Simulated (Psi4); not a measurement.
H$_{4}$O$_{4}$Si (SMILES O[Si](O)(O)O), singlet, at a GFN2-xTB geometry; Psi4 with MP2/STO-3G.

The Psi4 input:
```
memory 2 GB

molecule {
0 1
O 
Si 1 1.624726
O  2 1.624726 1 106.628304
O  2 1.624726 3 115.320195 1 -118.144148
O  2 1.624726 4 106.628305 1 -123.711704
H  1 0.952373 2 118.444538 4 166.950098
H  3 0.952373 2 118.444538 4 74.905754
H  4 0.952373 2 118.444539 3 74.905754
H  5 0.952373 2 118.444538 4 43.238394
}

set basis sto-3g

energy('mp2')
print_variables()
```

What does Psi4 print? Leave out banner, timings and long lists.


```
    SCF Algorithm Type (re)set to DF.

Traceback (most recent call last):
  File "psi4", line 375, in <module>
  File "<string>", line 29, in <module>
  File "site-packages/psi4/driver/driver.py", line 533, in energy
  File "site-packages/psi4/driver/procrouting/proc.py", line 167, in select_mp2
  File "site-packages/psi4/driver/procrouting/proc.py", line 4366, in run_dfmp2
  File "site-packages/psi4/driver/procrouting/proc.py", line 1934, in scf_helper
  File "site-packages/psi4/driver/p4util/python_helpers.py", line 229, in _core_wavefunction_build
  File "site-packages/psi4/driver/p4util/python_helpers.py", line 169, in _pybuild_basis
  File "site-packages/psi4/driver/qcdb/libmintsbasisset.py", line 722, in pyconstruct
  File "site-packages/psi4/driver/qcdb/libmintsbasisset.py", line 993, in construct
  File "site-packages/psi4/driver/qcdb/libmintsbasisset.py", line 136, in __init__
  File "site-packages/psi4/driver/qcdb/libmintsbasisset.py", line 423, in constructor_basisset_center
  File "site-packages/psi4/driver/qcdb/molecule.py", line 1239, in from_arrays
  File "site-packages/psi4/driver/qcdb/molecule.py", line 1738, in from_dict
  File "site-packages/psi4/driver/qcdb/molecule.py", line 1815, in _internal_from_dict
  File "site-packages/psi4/driver/qcdb/libmintsmolecule.py", line 1570, in update_geometry
  File "site-packages/psi4/driver/qcdb/libmintsmolecule.py", line 2423, in find_point_group
  File "site-packages/psi4/driver/qcdb/libmintsmolecule.py", line 2523, in find_highest_point_group
  File "site-packages/psi4/driver/qcdb/libmintspointgrp.py", line 1530, in __init__
  File "site-packages/psi4/driver/qcdb/libmintspointgrp.py", line 1573, in constructor_bits
  File "site-packages/psi4/driver/qcdb/libmintspointgrp.py", line 1755, in bits_to_basic_name

psi4.driver.qcdb.exceptions.ValidationError: Unrecognized point group bits: 96

Printing out the relevant lines from the Psithon --> Python processed input file:
    H  4 0.952373 2 118.444539 3 74.905754
    H  5 0.952373 2 118.444538 4 43.238394
    """)
    core.IO.set_default_namespace("")
    core.set_global_option("BASIS", "sto-3g")
--> energy('mp2')
    print_variables()

!------------------------------------!
!                                    !
!  Unrecognized point group bits: 96 !
!                                    !
!------------------------------------!

QcdbException: Unrecognized point group bits: 96
```

The input was rejected before any calculation.
